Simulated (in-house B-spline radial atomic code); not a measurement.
**The nickel ion Ni⁶⁺: [Ar] 3d4**

Computed with a radial B-spline atomic code at the basis-set limit: non-relativistic BHandHLYP, spin-polarised, spherical fractional occupations, exact exchange averaged over the configuration, point nucleus.

Screening seen three ways: the hydrogenic charge with the same mean radius, Z_r = [3n² - l(l+1)]/(2<r>), the one with the same energy, Z_e = n√(-2ε), and Slater's rules. Values are occupation-weighted means over spin.

| shell | electrons | ε (eV) | <r> (bohr) | Z_r | Z_e | Slater |
| --- | --- | --- | --- | --- | --- | --- |
| 1s | 2 | -8342.3 | 0.05483 | 27.36 | 24.76 | 27.70 |
| 2s | 2 | -1121.8 | 0.2475 | 24.24 | 18.16 | 23.85 |
| 2p | 6 | -992.95 | 0.2163 | 23.12 | 17.09 | 23.85 |
| 3s | 2 | -233.78 | 0.7184 | 18.79 | 12.44 | 16.75 |
| 3p | 6 | -191.84 | 0.7342 | 17.02 | 11.27 | 16.75 |
| 3d | 4 | -129.03 | 0.7482 | 14.03 | 9.24 | 8.95 |

The least bound orbital is 3d up at -129 eV, and it is also the most diffuse (<r> = 0.7482 bohr).

The density falls to 0.001 bohr⁻³ at 2.128 bohr; Σ<r²> = 8.1425 bohr² gives, by the non-relativistic formula and without the paramagnetism of open shells, a Langevin diamagnetic susceptibility of -6.449×10⁻⁶ cm³/mol.
